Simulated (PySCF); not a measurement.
CH$_{2}$O, charge +1, doublet, geometry from GFN2-xTB (a state made from the parent by changing its charge; the spin is typed, not shown lowest). Base run: PySCF with MP2/cc-pVTZ.

The PySCF input:
```python
from pyscf import gto, scf, mp

mol = gto.M(
    atom='''
O    -0.032826    0.015634    0.660001
C     0.024264   -0.011556   -0.487850
H     0.034811    0.877051   -1.199067
H     0.082215   -0.932787   -1.153838
''',
    basis='cc-pvtz',
    charge=1,
    spin=1,
    verbose=3,
)

mf = scf.UHF(mol)
mf.kernel()

pt = mp.MP2(mf, frozen=2)
pt.kernel()
print('E(MP2) = %.10f' % pt.e_tot)
```

Each row names what was changed in the base input (with any setting that the change needs).

| change | basis functions | E (Eh) | MP2 correlation (Eh) | SCF-reference HOMO (eV) |
|---|---|---|---|---|
| base | 88 | -113.88815 | -0.33353 | -23.16 |
| basis = STO-3G | 12 | -112.15043 | -0.09167 | -22.74 |
| basis = 3-21G | 22 | -113.04240 | -0.18035 | -23.19 |
| basis = pcseg-0 | 22 | [?] | [?] | [?] |
| basis = 6-31G* | 32 | -113.75545 | -0.24993 | -23.19 |
| basis = pc-1 | 38 | -113.74445 | -0.26610 | -23.23 |
| basis = def2-SVP | 38 | [?] | [?] | [?] |
| basis = 6-311G** | 48 | -113.82565 | -0.28448 | -23.18 |
| basis = aug-cc-pVDZ | 64 | -113.80068 | -0.27478 | -23.12 |
| basis = aug-pcseg-1 | 64 | -113.75816 | -0.27139 | -23.14 |
| basis = 6-311+G(2d,p) | [?] | [?] | [?] | -23.18 |
| basis = def2-TZVPD | 95 | -113.88711 | -0.32833 | -23.17 |
| basis = aug-cc-pVTZ | [?] | [?] | [?] | -23.16 |

Fill in the missing entries.


- basis = pcseg-0, E (Eh): -113.32664
- basis = pcseg-0, MP2 correlation (Eh): -0.18468
- basis = pcseg-0, SCF-reference HOMO (eV): -23.40
- basis = def2-SVP, E (Eh): -113.68580
- basis = def2-SVP, MP2 correlation (Eh): -0.26623
- basis = def2-SVP, SCF-reference HOMO (eV): -23.28
- basis = 6-311+G(2d,p), basis functions: 66
- basis = 6-311+G(2d,p), E (Eh): -113.84682
- basis = 6-311+G(2d,p), MP2 correlation (Eh): -0.30085
- basis = aug-cc-pVTZ, basis functions: 138
- basis = aug-cc-pVTZ, E (Eh): -113.89335
- basis = aug-cc-pVTZ, MP2 correlation (Eh): -0.33783

Totals compare only among sets that treat the same electrons; sets with core potentials leave the core out.

Open shells are given as the SCF converged; they aren't shown to be the lowest states, and a large step between rows can be another state.
